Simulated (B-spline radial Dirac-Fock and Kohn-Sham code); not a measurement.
The computed values come from an atomic code on a B-spline grid: the Dirac equation of a negative muon with reduced mass in the field of a spherical finite nucleus, with the Uehling potential to all orders; nuclear polarisation, deformation, hyperfine structure, self-energy, higher-order vacuum polarisation, relativistic recoil and electron screening are left out. The nuclear charge is a Fermi distribution (skin thickness 2.3 fm).

Problem. A muonic atom of atomic mass 102.91 u emits these computed lines: 2p3/2 → 1s1/2 2680 keV, 3d5/2 → 2p3/2 694.5 keV, 4f7/2 → 3d5/2 243.0 keV, 5g9/2 → 4f7/2 112.1 keV. Which element is it, and what rms charge radius was used?

Solution. Molybdenum (Z = 42, nuclide ¹⁰³Mo); the high transitions hardly feel the nucleus and fix Z. The 2p → 1s line lies 1153 keV below the value for a point nucleus without QED, which for this nuclear model gives a radius near 4.51 fm (4.5145 fm was used).
